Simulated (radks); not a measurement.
Values are calculated unless marked as measured or tabulated.
Valence configurations of the erbium ion Er2+ (all share [Xe]). Code: a radial shooting solver on a logarithmic mesh with Libxc functionals. Model: scalar-relativistic Kohn-Sham, BLYP, spin-polarised, spherical densities, finite nucleus; open shells are filled with parallel spins first (spin-orbit coupling, left out, can overturn this in heavy ions); Fermi nuclear charge, rms radius 5.2516 fm. Energies are relative to 4f12; eigenvalues in eV for spin up.

valence          E (eV)  moment (Bohr magnetons)    e(4f)    e(5d)    e(6p)    e(6s)
4f12              0.000                        2  -18.021        -        -        -
4f11.5 5d0.5      1.895                        3  -21.247  -14.596        -        -
4f11 6s1          4.257                        4  -27.279        -        -  -17.453
4f11 5d1          4.751                        4  -24.710  -15.526        -        -
4f11 6p1          9.364                        4  -28.591        -  -13.041        -
4f10 6s2         16.213                        4  -38.081        -        -  -19.030
4f9.5 5d0.5 6s2  23.850                        5  -42.321  -21.806        -  -19.460
4f9 6s2 6p1      42.460                        6  -51.269        -  -15.451  -21.756
4f9 6s1 6p2      47.453                        8  -52.330        -  -16.311  -22.752
4f7 5d2 6s1 6p2  101.16                       12  -71.424  -31.051  -17.048  -24.066

NIST lists [Xe] 4f12 as the ground configuration; this level of theory agrees among the configurations tried. The energies are those of spherical high-spin densities, not of single terms.
